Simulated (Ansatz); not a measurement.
Consider the ligand exchange at the Si–O bond: `[F][GaH][O][SiH3]` + `[AlH2][SeH]` → `[AlH2][Se][SiH3]` + `[OH][GaH][F]`.

Computed with Ansatz on PBE0-D4/def2-TZVP structures; ΔE is electronic, products minus reactants. CCSD(T)/CBS adds triple-zeta CCSD(T) − MP2 to the extrapolated MP2 energy (def2 sets, frozen cores). DFT in def2-TZVPP. For Ga, Se outer-core shells are correlated without core-valence functions, which leaves a few kJ/mol of doubt a bond. Scalar relativity is left out up to krypton. One conformer a species, not always the lowest.

(1) Is it downhill or uphill in electronic energy at CCSD(T)/CBS, and by how much? (Best estimate.)

(2) What do these levels give: LDA (SPW92), BLYP-D4, B97M-V, r2SCANh-D4, ωB97M-V, PBE-QIDH, PBE0, CAM-B3LYP, CCSD(T)/def2-SVP, CCSD/def2-TZVPP, HF/CBS(def2), MP2/CBS(def2)? (Best estimate.)

(3) What do rigid-rotor, harmonic-oscillator terms from PBE0-D4/def2-TZVP frequencies (298.15 K, 1 bar) make of the CCSD(T)/CBS value? (An estimate is asked.)

Largest T1 diagnostic among the species: 0.015.

## Answers

(1) The calculation gave: Uphill: ΔE = +38.0 kJ/mol.

(2) Computed: LDA (SPW92) 28.9, BLYP-D4 41.0, B97M-V 44.8, r2SCANh-D4 37.0, ωB97M-V 40.1, PBE-QIDH 35.6, PBE0 30.5, CAM-B3LYP 52.3, CCSD(T)/def2-SVP 47.4, CCSD/def2-TZVPP 46.9, HF/CBS(def2) 65.2, MP2/CBS(def2) 33.8 kJ/mol.

(3) The calculation gave: ΔZPE = +6.6 kJ/mol, ΔH = +44.4 kJ/mol, ΔS = -8 J/(mol·K), ΔG = +46.8 kJ/mol. Modes under 50 cm⁻¹ make the entropy rough.

At CCSD(T), def2-SVP lies +9.4 kJ/mol from the extrapolated value and def2-TZVPP +5.3 kJ/mol. The D4 term adds −3.0 kJ/mol with B3LYP and −1.5 kJ/mol with PBE0; it sums over pairs of atoms, weighted by their polarisabilities, and B3LYP, whose exchange is more repulsive, gets the larger term. From PBE to PBE0 (25 % exact exchange), in def2-TZVPP and without D4, ΔE moves by +4.2 kJ/mol.

B3LYP here is the variant with VWN-RPA as its local correlation; programs differ in this.
